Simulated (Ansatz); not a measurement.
Job for Ansatz (an electronic-structure program): U-CCSD(T)/cc-pVDZ on CH4OSe (SMILES CO[SeH]), a point of a bond scan (R = 2.226 Å). The run froze 16 orbitals, filled d shells among them.

Ansatz 0.2 input:
```yaml
crystal:
  periodic: [false, false, false]
  atoms:
    - {symbol: Se, position_ang: [-0.41492107, -0.17549096, 0.59531816]}
    - {symbol: H, position_ang: [-1.60784094, -1.60475593, -0.62420555]}
    - {symbol: O, position_ang: [1.00206838, -0.07274541, -0.52899915]}
    - {symbol: C, position_ang: [0.82004707, 0.78150980, -1.65532573]}
    - {symbol: H, position_ang: [0.54504510, 1.79564433, -1.35453106]}
    - {symbol: H, position_ang: [1.78085368, 0.80236944, -2.17191480]}
    - {symbol: H, position_ang: [0.05478906, 0.38991742, -2.33272635]}
basis:
  gaussian:
    orbitals: cc-pVDZ
correlation: {method: ccsd_t, electrons: outside_noble_gas}
scf: {omitted_lower_state_checks: [cluster_reference]}
magnetization: {spin_polarized: true, initial_magnetization: 0}
```

Program output:

```
WARN ansatz: RAYON_NUM_THREADS=1 ignored (pool sized by the plan → 1); use --threads N
Functional definition: HF
these checks for a lower state are left out or cut short: cluster_reference
integrals: 0.09 GiB planned
759 factors; integrals over basis functions are off by at most 1.2e-3 eV
mean field: 0.34 GiB planned
mean field evaluation 1: about -68427.8785 eV, gradient 1.6e1 eV
mean field evaluation 2: about -68427.9565 eV, gradient 1.6e1 eV
mean field evaluation 4: about -68429.3667 eV, gradient 2.7e0 eV
mean field evaluation 8: about -68429.4081 eV, gradient 1.5e-1 eV
mean field evaluation 16: about -68429.6171 eV, gradient 1.3e0 eV
mean field evaluation 32: about -68429.9470 eV, gradient 4.6e-1 eV
mean field -68429.95992655 eV, -2514.7546438079 hartree, gradient 2.0e-6 eV, S^2 0.646909; 6 other end points of the search recorded, 0 dependent functions left out
16 core orbitals not correlated
reference -68429.95992655 eV, -2514.7546438079 hartree; 10, 10 occupied and 49, 49 virtual orbitals, 759 factors
second order -11.86811385 eV of doubles, -0.00000000 eV of singles
coupled cluster: 0.27 GiB planned
cycle   1  -12.30359093 eV  change   -4.4e-1 eV  update   1.1e-1
cycle   2  -12.72210346 eV  change   -4.2e-1 eV  update   5.0e-2
cycle   3  -12.91407372 eV  change   -1.9e-1 eV  update   4.2e-2
cycle   4  -12.99467756 eV  change   -8.1e-2 eV  update   3.1e-2
cycle   5  -13.11258869 eV  change   -1.2e-1 eV  update   2.3e-2
cycle   6  -13.16313651 eV  change   -5.1e-2 eV  update   1.4e-2
cycle   7  -13.18637782 eV  change   -2.3e-2 eV  update   8.8e-3
cycle   8  -13.20786471 eV  change   -2.1e-2 eV  update   4.2e-3
cycle   9  -13.21169558 eV  change   -3.8e-3 eV  update   2.0e-3
cycle  10  -13.21000915 eV  change    1.7e-3 eV  update   8.4e-4
cycle  11  -13.21117949 eV  change   -1.2e-3 eV  update   5.6e-4
cycle  12  -13.21133401 eV  change   -1.5e-4 eV  update   3.7e-4
cycle  13  -13.21130441 eV  change    3.0e-5 eV  update   2.5e-4
cycle  14  -13.21112930 eV  change    1.8e-4 eV  update   1.4e-4
cycle  15  -13.21119422 eV  change   -6.5e-5 eV  update   7.0e-5
cycle  16  -13.21122169 eV  change   -2.7e-5 eV  update   3.3e-5
cycle  17  -13.21124365 eV  change   -2.2e-5 eV  update   1.4e-5
coupled cluster: 0.27 GiB planned
perturbative correction -0.47135988 eV, -0.0173221560 hartree
Total energy: -68443.64253008 eV, -2515.2574702133 hartree
Checks for a lower state left out: cluster_reference
```

Self-consistency was reached. Its determinant has ⟨S²⟩ = 0.65, a mixture of spin states.

Cost: roughly 9 core-seconds.
